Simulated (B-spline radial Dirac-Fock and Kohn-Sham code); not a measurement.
**L-shell conversion coefficients of Ir against transition energy**

The computed values come from an atomic code on a B-spline grid: a Dirac-Hartree-Slater potential of the neutral atom with a Latter tail (no hole, which puts coefficients of high multipoles low close above an edge), finite nucleus with surface currents. Subshells within 1 keV of threshold and pair formation are left out.

```tsv
energy (keV)	E1	E2	E3	E5	M2	M5
15.4	9.53	28300	4.38e+06	1.79e+09	65100	7.67e+10
19	5.49	9900	1.28e+06	9.14e+08	23900	1.73e+10
20	4.79	7670	947000	7.22e+08	18700	1.19e+10
45	0.534	138	8150	4.84e+06	434	2.20e+07
50	0.400	82.2	4410	2.34e+06	271	9.66e+06
57.8	0.269	40.6	1900	846000	142	3.12e+06
58	0.267	39.9	1860	826000	140	3.04e+06
65	0.195	23.0	962	369000	84.7	1.26e+06
77.1	0.122	10.1	360	110000	40.4	340000
100	0.0601	2.97	81.5	17200	13.4	47900
116	0.0401	1.50	35.3	5990	7.27	16000
200	0.00941	0.135	1.80	134	0.848	343
233	0.00635	0.0721	0.814	47.6	0.479	124
251	0.00525	0.0535	0.557	29.0	0.365	76.4
341	0.00247	0.0168	0.125	4.04	0.123	11.2
447	0.00131	0.00668	0.0372	0.789	0.0494	2.32
500	0.00102	0.00470	0.0234	0.417	0.0343	1.25
634	0.000616	0.00236	0.00938	0.116	0.0163	0.362
902	0.000305	0.000963	0.00291	0.0218	0.00572	0.0681
1000	0.000251	0.000759	0.00214	0.0141	0.00426	0.0434
1080	0.000217	0.000638	0.00172	0.0103	0.00344	0.0314
1400	0.000136	0.000367	0.000869	0.00391	0.00170	0.0112
1520	0.000118	0.000310	0.000710	0.00295	0.00137	0.00829
1560	0.000113	0.000295	0.000667	0.00271	0.00128	0.00755
2000	7.42e-05	0.000181	0.000375	0.00125	0.000673	0.00320
2190	6.39e-05	0.000152	0.000307	0.000962	0.000536	0.00239
```

Problem. How fast do they fall between 1560 and 2190 keV?

Solution. As powers of the energy: E1 E^-1.68, E2 E^-1.96, E3 E^-2.29, E5 E^-3.05, M2 E^-2.56, M5 E^-3.39. Within one type (E or M) the higher multipoles fall faster.
